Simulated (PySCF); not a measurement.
InFI₂, SMILES [I][In]([I])[F].

Geometry optimised at PBE0-D3(BJ)/def2-SVP. The structure was generated by enumeration; whether it is a known compound was not checked. The def2 effective core potentials stand for the cores of I, In; spin–orbit coupling is left out.

Two levels are set side by side: TDDFT-PBE/def2-SVPD (PySCF) and TDDFT-CAM-B3LYP/def2-SVPD (PySCF). Vertical, same geometry. The lowest singlet is HOMO→LUMO 99 % with PBE and HOMO→LUMO 97 % with the other functional; states are paired by order. Differences are taken from unrounded values.

```
quantity                               TDDFT-PBE
-------------------------------------  ---------
lowest singlet excitation (eV)              3.14
lowest triplet excitation (TDA) (eV)        2.83
first bright state (f over 0.05) (eV)       4.88
its oscillator strength                     0.11
```

Problem. These are the TDDFT-PBE values. What does TDDFT-CAM-B3LYP give? (Estimate from the structure and the level; the computed values follow.)

Solution. 
| quantity | TDDFT-CAM-B3LYP | TDDFT-PBE minus TDDFT-CAM-B3LYP |
|---|---|---|
| lowest singlet excitation (eV) | 3.90 | -0.76 |
| lowest triplet excitation (TDA) (eV) | 3.51 | -0.68 |
| first bright state (f over 0.05) (eV) | 6.04 | -1.16 |
| its oscillator strength | 0.69 | -0.58 |

Functionals without exact exchange tend to place singlet excitations lower, as here. Differences between two approximate levels are no errors against the true value.

Rough cost on one machine, each run with all the roots and properties that it gave: TDDFT-CAM-B3LYP against TDDFT-PBE about 6 times.
